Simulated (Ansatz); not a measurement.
A family of molecules: the atomisation energy (no zero-point term)

Gas-phase molecules, one atom swapped for its congeners: SeH(CF3); Si(SeH)F3; Ge(SeH)F3. All are singlets with charge 0.

Shapes, held fixed at every level: PBE0-D4/def2-TZVP. Programs: Ansatz 0.2.0. Values in eV.

| level | SeH(CF3) | Si(SeH)F3 | Ge(SeH)F3 |
| --- | --- | --- | --- |
| r2SCAN-D4/def2-TZVPP | 21.66 | 24.84 | 21.19 |
| B3LYP-D4/def2-TZVPP | 21.19 | 24.39 | 20.64 |
| wB97X-V/def2-TZVPP | 21.54 | 24.77 | 21.16 |
| MP2/def2-TZVPP | 21.73 | 25.22 | 21.62 |
| CCSD/def2-TZVPP | 20.12 | 23.67 | 20.11 |
| CCSD(T)/def2-TZVPP | 20.70 | 24.11 | 20.61 |

At CCSD(T)/def2-TZVPP the atomisation energy isn't monotonic: it is largest for Si and smallest for Ge (24.11 and 20.61 eV). Every level shows the same order. Relativity is left out for Ge, Se. Outer-core shells of Ge, Se are correlated, in sets that cover them unevenly. Spin-orbit coupling, which grows down the group, is left out (summed over each molecule's free atoms 0.17, 0.19, 0.29 eV). Coupled cluster in double- or triple-zeta sets underbinds by a few per cent against its basis-set limit. CCSD also lacks the triples, which bind further.
